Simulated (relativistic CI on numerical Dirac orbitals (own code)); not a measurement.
## Energy levels of Hg⁷³⁺

These numbers are calculated, not measured: Dirac-Coulomb-Breit CI, orbitals from a KLI potential per configuration, model QED, unscaled Slater integrals (own radial code, finite nucleus).

Configurations in the expansion (outside the closed core 1s2): 2s2 2p3, 2s 2p4, 2p5, 2p4 3s, 2s2 2p2 3s, 2p4 3p, 2s2 2p2 3p, 2p4 3d, 2s2 2p2 3d, 2s 2p3 3s, 2s 2p3 3p, 2s 2p3 3d, 2s2 2p2 4s, 2s2 2p2 4p, 2s2 2p2 4d, 2s2 2p2 4f. Levels of other configurations are missing.

The lowest level is 2s2 2p3 2P°_3/2, with 49 % of that term; Hund's rules for 2s2 2p3 give 4S° with J = 3/2, of which the calculation keeps J, while another term leads.

```
No.  Configuration  Term    J  E (10³ cm⁻¹)    %  Landé g  Lifetime (s)     jj configuration (%)
  1        2s2 2p3   2P°  3/2             0   49    1.302                            2p3/2 (100)
  2        2s2 2p3   4S°  3/2         16169   55    1.427      1.37e-11      2p1/2 2p3/2^2 (100)
  3        2s2 2p3   2D°  5/2         16356  100    1.154      7.87e-11      2p1/2 2p3/2^2 (100)
  4        2s2 2p3   2P°  1/2         16844  100    0.606      2.50e-11      2p1/2 2p3/2^2 (100)
  5         2s 2p4    4P  5/2         19350   69    1.431      1.55e-13         2s 2p3/2^2 (100)
  6         2s 2p4    2S  1/2         20315   65    1.973      4.34e-14         2s 2p3/2^2 (100)
  7         2s 2p4    2P  3/2         20326   53    1.162      2.31e-14         2s 2p3/2^2 (100)
  8        2s2 2p3   2P°  3/2         33057   50    1.282      3.98e-12             2p3/2^3 (99)
  9         2s 2p4    4P  3/2         35775   86    1.582      4.72e-14   2s 2p1/2 2p3/2^3 (100)
 10         2s 2p4    2D  5/2         36122   69    1.275      4.73e-14   2s 2p1/2 2p3/2^3 (100)
 11         2s 2p4    2P  1/2         36737   65    1.331      1.91e-14   2s 2p1/2 2p3/2^3 (100)
 12         2s 2p4    2D  3/2         36794   56    0.995      1.93e-14   2s 2p1/2 2p3/2^3 (100)
 13            2p5   2P°  3/2         40311   99    1.291      1.57e-14             2p3/2^3 (99)
 14         2s 2p4    4P  1/2         53080   41    1.884      2.25e-14         2s 2p3/2^4 (100)
 15            2p5   2P°  1/2         56755  100    0.606      1.17e-14      2p1/2 2p3/2^4 (100)
 16     2s2 2p2 3s    4P  1/2         83016   46    1.984      2.91e-15         2p1/2^2 3s (100)
 17     2s2 2p2 3p   2P°  1/2         83980   47    0.641      2.12e-13      2p1/2^2 3p1/2 (100)
 18     2s2 2p2 3p   2P°  3/2         88884   35    1.317      1.68e-13      2p1/2^2 3p3/2 (100)
 19     2s2 2p2 3d    2D  3/2         89673   43    0.780      2.76e-15      2p1/2^2 3d3/2 (100)
 20     2s2 2p2 3d    2D  5/2         90979   37    1.184      4.90e-16      2p1/2^2 3d5/2 (100)
 21     2s2 2p2 3s    4P  3/2         99342   88    1.646      4.59e-15     2p1/2 2p3/2 3s (100)
 22     2s2 2p2 3s    2P  1/2         99435   67    1.287      2.10e-15     2p1/2 2p3/2 3s (100)
 23     2s2 2p2 3s    2D  5/2         99502   65    1.296      4.10e-15     2p1/2 2p3/2 3s (100)
 24     2s2 2p2 3s    2D  3/2         99566   64    0.942      2.22e-15     2p1/2 2p3/2 3s (100)
 25     2s2 2p2 3p   4P°  1/2        100292   49    1.725      3.32e-13  2p1/2 2p3/2 3p1/2 (100)
 26     2s2 2p2 3p   4D°  3/2        100342   55    1.117      2.85e-13  2p1/2 2p3/2 3p1/2 (100)
 27     2s2 2p2 3p   2F°  5/2        100448   50    1.032      2.21e-13  2p1/2 2p3/2 3p1/2 (100)
 28     2s2 2p2 3p   2P°  3/2        100853   43    1.293      1.34e-13   2p1/2 2p3/2 3p1/2 (99)
 29      2s 2p3 3s   4P°  5/2        102153   49    1.576      5.76e-15         2s 2p3/2 3s (99)
 30      2s 2p3 3s   2P°  3/2        102423   35    1.410      2.46e-15         2s 2p3/2 3s (99)
 31      2s 2p3 3s   2P°  1/2        103030   43    0.823      2.29e-15         2s 2p3/2 3s (99)
 32      2s 2p3 3s   2P°  3/2        103120   39    1.364      4.91e-15         2s 2p3/2 3s (99)
 33      2s 2p3 3p    4P  3/2        103206   30    1.642      3.43e-15     2s 2p3/2 3p1/2 (100)
 34      2s 2p3 3p    2D  5/2        103208   26    1.313      1.34e-15     2s 2p3/2 3p1/2 (100)
 35      2s 2p3 3p    2P  1/2        103997   36    1.256      1.28e-15      2s 2p3/2 3p1/2 (99)
 36      2s 2p3 3p    2D  3/2        104008   36    0.956      1.93e-15     2s 2p3/2 3p1/2 (100)
 37     2s2 2p2 3p   4D°  5/2        105116   52    1.401      1.49e-13  2p1/2 2p3/2 3p3/2 (100)
 38     2s2 2p2 3p   2P°  1/2        105154   37    1.548      1.11e-13  2p1/2 2p3/2 3p3/2 (100)
 39     2s2 2p2 3p   2D°  3/2        105196   53    1.111      1.29e-13  2p1/2 2p3/2 3p3/2 (100)
 40     2s2 2p2 3p   2F°  7/2        105245   65    1.207      1.38e-13  2p1/2 2p3/2 3p3/2 (100)
 41     2s2 2p2 3p   4S°  3/2        105440   33    1.408      1.72e-13   2p1/2 2p3/2 3p3/2 (99)
 42     2s2 2p2 3p   2D°  5/2        105511   67    1.166      1.35e-13  2p1/2 2p3/2 3p3/2 (100)
 43     2s2 2p2 3p   2P°  1/2        105725   87    0.616      8.86e-14  2p1/2 2p3/2 3p3/2 (100)
 44     2s2 2p2 3d    4F  3/2        106028   43    0.917      1.39e-15  2p1/2 2p3/2 3d3/2 (100)
 45     2s2 2p2 3d    4F  5/2        106036   52    0.948      3.79e-15  2p1/2 2p3/2 3d3/2 (100)
```

Energies count from the lowest computed level; ° marks odd parity; lifetimes are radiative, by E1, M1, E2, M2 decay to levels of this space only. Filled j subshells are mostly left out of the jj labels.

The mean weight of the leading LS term, summed over parents, in these 45 levels is 56 %, and that of the leading jj configuration (from the same eigenvectors) 100 %, so jj coupling describes them better and the LS labels are nominal.

At this charge energies of transitions that change n are usually good to better than 1 %, and those within a shell (Δn = 0) to a few per cent.

LS names give the leading component of a level, which can be under half, so a name can repeat, a term be missing and a line seem to break the LS rules.
